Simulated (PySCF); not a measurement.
## Running PySCF for CaF

Input:

```python
from pyscf import gto, scf

mol = gto.M(
    atom='Ca 0 0 0; F 0 0 2.536',
    basis='6-31g*',
    charge=0,
    spin=1,
    verbose=4,
)
mf = scf.UHF(mol)
mf.kernel()
mf.analyze()
print('orbital energies (hartree):', [e[max(0, n-3):n+3].round(4) for e, n in zip(mf.mo_energy, mol.nelec)])
```

```bash
$ python input.py
```

The log (some set-up lines and the per-cycle HOMO/LUMO lines with their warnings removed):

```
PySCF version 2.14.0

[INPUT] verbose = 4
[INPUT] num. atoms = 2
[INPUT] num. electrons = 29
[INPUT] charge = 0
[INPUT] spin (= nelec alpha-beta = 2S) = 1
[INPUT] symmetry False subgroup None
[INPUT] Mole.unit = angstrom
[INPUT] Symbol           X                Y                Z      unit          X                Y                Z       unit  Magmom
[INPUT]  1 Ca     0.000000000000   0.000000000000   0.000000000000 AA    0.000000000000   0.000000000000   0.000000000000 Bohr   0.0
[INPUT]  2 F      0.000000000000   0.000000000000   2.536000000000 AA    0.000000000000   0.000000000000   4.792345451897 Bohr   0.0

nuclear repulsion = 37.5598966741325
number of shells = 16
number of NR pGTOs = 102
number of NR cGTOs = 36
basis = 6-31g*
ecp = {}

******** <class 'pyscf.scf.uhf.UHF'> ********
method = UHF
initial guess = minao
damping factor = 0
level_shift factor = 0
DIIS = <class 'pyscf.scf.diis.CDIIS'>
diis_start_cycle = 1
diis_space = 8
diis_damp = 0
SCF conv_tol = 1e-09
SCF conv_tol_grad = None
SCF max_cycles = 50
direct_scf = True
direct_scf_tol = 1e-13
number electrons alpha = 15  beta = 14
Set gradient conv threshold to 3.16228e-05
init E= -775.770073817915

cycle= 1 E= -776.056145878267  delta_E= -0.286  |g|= 0.483  |ddm|= 0.809
cycle= 2 E= -776.113661750849  delta_E= -0.0575  |g|= 0.364  |ddm|= 0.611
cycle= 3 E= -776.157246851218  delta_E= -0.0436  |g|= 0.0234  |ddm|= 0.232
cycle= 4 E= -776.159188945292  delta_E= -0.00194  |g|= 0.0087  |ddm|= 0.08
cycle= 5 E= -776.159538090527  delta_E= -0.000349  |g|= 0.00233  |ddm|= 0.0406
cycle= 6 E= -776.159560925114  delta_E= -2.28e-05  |g|= 0.000497  |ddm|= 0.0122
cycle= 7 E= -776.159561649385  delta_E= -7.24e-07  |g|= 0.000105  |ddm|= 0.00287
cycle= 8 E= -776.159561664909  delta_E= -1.55e-08  |g|= 3e-05  |ddm|= 0.000507
cycle= 9 E= -776.159561666384  delta_E= -1.48e-09  |g|= 7.25e-06  |ddm|= 0.000141
cycle= 10 E= -776.159561666485  delta_E= -1.02e-10  |g|= 1.75e-06  |ddm|= 2.21e-05
Extra cycle  E= -776.15956166649  delta_E= -4.32e-12  |g|= 1.04e-06  |ddm|= 5.28e-06
converged SCF energy = -776.15956166649  <S^2> = 0.75043714  2S+1 = 2.0004371
**** SCF Summaries ****
Total Energy =                        -776.159561666489708
Nuclear Repulsion Energy =              37.559896674132489
One-electron Energy =                -1142.720357217191804
Two-electron Energy =                  329.000898876569693
Two-electron Coulomb Energy =          374.459938433047455
DFT Exchange-Correlation Energy =      -45.459039556477762
**** MO energy ****
                             alpha | beta                alpha | beta
[4 lines left out]
MO #5   energy= -13.6673474783922  | -13.6664291998261  occ= 1 | 1
MO #6   energy= -13.6668567146216  | -13.6649697222712  occ= 1 | 1
MO #7   energy= -2.28071747283907  | -2.27269040350256  occ= 1 | 1
MO #8   energy= -1.37934762001384  | -1.3761739727944   occ= 1 | 1
MO #9   energy= -1.37934762001384  | -1.3761739727944   occ= 1 | 1
MO #10  energy= -1.37301774503769  | -1.36760625863072  occ= 1 | 1
MO #11  energy= -1.3039290413598   | -1.30103151972443  occ= 1 | 1
MO #12  energy= -0.41943656837093  | -0.411368080646956 occ= 1 | 1
MO #13  energy= -0.411173922329532 | -0.411368080646954 occ= 1 | 1
MO #14  energy= -0.411173922329529 | -0.409594882526563 occ= 1 | 1
MO #15  energy= -0.235961227025967 | -0.0107499208496442 occ= 1 | 0
MO #16  energy= 0.0108448455376642 | 0.0363884595559488 occ= 0 | 0
MO #17  energy= 0.0108448455376678 | 0.0363884595559523 occ= 0 | 0
MO #18  energy= 0.0642594779641463 | 0.0810115385997086 occ= 0 | 0
[18 lines left out]

To work with the spin densities directly, `use mulliken_meta_spin()` only printing them here.

 ** Mulliken spin pop alpha/beta on meta-lowdin orthogonal AOs **
 ** Mulliken Spin Density (per AO)  **
 ** Mulliken Spin Density (per atom)  **
spin density of  0 Ca =      0.97179
spin density of  1 F =      0.02821
 ** Mulliken pop alpha/beta on meta-lowdin orthogonal AOs **
 ** Mulliken pop       alpha | beta **
pop of  0 Ca 1s        1.00000 | 1.00000
pop of  0 Ca 2s        1.00000 | 0.99999
pop of  0 Ca 3s        0.99996 | 0.99987
pop of  0 Ca 4s        0.85516 | 0.03459
pop of  0 Ca 5s        0.00419 | 0.00383
pop of  0 Ca 2px       1.00000 | 1.00000
pop of  0 Ca 2py       1.00000 | 1.00000
pop of  0 Ca 2pz       1.00000 | 1.00000
pop of  0 Ca 3px       0.99994 | 0.99998
pop of  0 Ca 3py       0.99994 | 0.99998
pop of  0 Ca 3pz       0.99985 | 0.99986
pop of  0 Ca 4px       0.00638 | 0.00527
[24 lines left out]
In total            15.00000 | 14.00000
 ** Mulliken atomic charges   ( Nelec_alpha | Nelec_beta ) **
charge of  0Ca =      0.88746  (    10.04217      9.07038 )
charge of  1F =     -0.88746  (     4.95783      4.92962 )
Dipole moment(X, Y, Z, Debye): -0.00000, -0.00000, -5.88264
orbital energies (hartree): [array([-0.4112, -0.4112, -0.236 ,  0.0108,  0.0108,  0.0643]), array([-0.4114, -0.4114, -0.4096, -0.0107,  0.0364,  0.0364])]
```

In short: E(SCF) = -776.159562 Eh, 10 cycles, ⟨S²⟩ = 0.750, μz(SCF) = -5.88 D.

Wall time 1.6 s on one thread of a shared host.

The bond length is a typed value, not an optimised one. No search for the lowest solution was made.
